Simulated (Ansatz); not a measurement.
Cl2FH3O2Si2 can be A, `O[SiH2]O[Si](F)(Cl)Cl`, or B, `O[Si](O)(Cl)[SiH](F)Cl`.

Calculated with Ansatz (gas phase, PBE0-D4/def2-TZVP geometries, no zero-point term in ΔE). CCSD(T)/CBS adds triple-zeta CCSD(T) − MP2 to the extrapolated MP2 energy (def2 sets, frozen cores). Functionals use def2-TZVPP. B3LYP here is the variant with VWN-RPA as its local correlation; programs differ in this. Each species was taken in one conformer, which may not be the lowest.

(1) Which isomer does CCSD(T)/CBS put lower? Give the gap. (Estimate.)

(2) Give E(B) − E(A) in kJ/mol with B3LYP-D4, HF/def2-TZVPP, MP2/def2-TZVPP, ωB97M-V, PBE0-D4, r2SCAN-D4, CCSD/def2-TZVPP. (Estimate.)

Largest T1 diagnostic: 0.011.

Answers

(1) Ansatz gave: A, by 134.6 kJ/mol.

(2) The calculation gave: B3LYP-D4 128.3, HF/def2-TZVPP 158.9, MP2/def2-TZVPP 142.6, ωB97M-V 135.6, PBE0-D4 115.9, r2SCAN-D4 128.1, CCSD/def2-TZVPP 140.9. None reverses the order clearly.

In def2-TZVPP, CCSD(T) changes the Hartree–Fock value by −21.6 kJ/mol (the triples alone add −3.6 kJ/mol) and MP2 by −16.3 kJ/mol. From PBE to PBE0 (25 % exact exchange), in def2-TZVPP and without D4, E(B) − E(A) moves by +12.3 kJ/mol.
